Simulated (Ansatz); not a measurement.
Li9Br9⁻ (started as a model of: 2x3x3 LiBr rock-salt block). Total charge -1; doublet. Geometry PBE-D4/def2-SVP, that of the neutral singlet; atoms count from 1.

```
atom   x (Å)   y (Å)   z (Å)
 Li1  -3.418   0.357  -0.360
 Br2  -2.593  -1.290   1.287
 Li3  -0.745  -2.842   1.818
 Br4  -2.088   2.382   0.132
 Li5  -0.474   0.461   1.259
 Br6   1.032  -1.353   2.674
 Li7   0.121   3.449  -0.161
 Br8   1.537   2.319   1.519
 Li9   2.794   0.250   2.017
Br10  -2.929  -0.411  -2.586
Li11  -1.532  -2.030  -1.102
Br12   0.006  -3.924  -0.194
Li13  -1.065   1.359  -2.169
Br14   0.406  -0.395  -1.078
Li15   1.815  -2.088   0.178
Br16   0.958   2.985  -2.368
Li17   2.281   1.301  -0.889
Br18   3.893  -0.528   0.024
```

The highest occupied level of the charge -1 doublet lies above zero (up to 0.82 eV). By energy differences its removal costs 0.31 eV (vertical, to the charge 0 singlet, at PBE-D4/def2-SVP); self-interaction error and the lack of diffuse functions both raise the level.

Problem. Estimate the Mulliken populations from the PBE/def2-SVP orbitals of Ansatz.

Solution. 
```tsv
atom	charge (e)	spin (α − β)
Li1	0.22	0.28
Br2	-0.45	-0.01
Li3	0.22	0.28
Br4	-0.45	-0.01
Li5	0.60	-0.20
Br6	-0.45	-0.01
Li7	0.22	0.28
Br8	-0.45	-0.01
Li9	0.22	0.28
Br10	-0.47	-0.01
Li11	0.42	0.04
Br12	-0.47	-0.01
Li13	0.42	0.04
Br14	-0.48	0.00
Li15	0.42	0.04
Br16	-0.47	-0.01
Li17	0.42	0.04
Br18	-0.47	-0.01
```
Mulliken values and Mayer orders depend strongly on the basis.

Problem. Where does the spin sit?

Solution. Summed by element: Li 1.06, Br -0.06, of 1 unpaired in all. Largest on single atoms: Li3 0.28, Li7 0.28, Li1 0.28.

Problem. And the Mayer bond orders between bonded heavy atoms (over 0.3)?

Solution. Li1–Br10 0.35 (2.41 Å); Li3–Br12 0.35 (2.41 Å); Li7–Br16 0.35 (2.41 Å); Li9–Br18 0.35 (2.41 Å).
